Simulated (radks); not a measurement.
Values are calculated unless marked as measured or tabulated.
Problem. All-electron atom: Cl3+ in [Ne] 3s2 3p1.75 4f0.25 (fractional occupations, a model configuration). Level of theory: non-relativistic Kohn-Sham, exchange-only r2SCAN, spin-polarised, spherical densities, point nucleus; open shells are filled with parallel spins first; meta-GGA in the generalised Kohn-Sham scheme (a radial shooting solver on a logarithmic mesh with Libxc functionals). Some entries of the table are withheld. Estimate them.

orbital  occ.  eigenvalue (Ry)  <1/r> (bohr^-1)  <r^2> (bohr^2)
1s up       1        -206.1313            16.55         0.01123
1s down     1        -206.0885            16.55         0.01123
2s up       1        -22.31643            3.310          0.2336
2s down     1        -22.28704            3.308          0.2331
2p up       3        -17.79057            3.209          0.2047
2p down     3        -17.73666            3.208          0.2041
3s up       1              (1)           0.9862           2.218
3s down     1              (2)           0.9798           2.260
3p up    1.75         -3.51844           0.8970             (3)
3p down     0         -3.19897           0.8894             (4)
4f up    0.25         -0.70166           0.2244           28.63

Solution. 
(1) 3s up eigenvalue (Ry): -4.59452
(2) 3s down eigenvalue (Ry): -4.25746
(3) 3p up <r^2> (bohr^2): 2.604
(4) 3p down <r^2> (bohr^2): 2.659
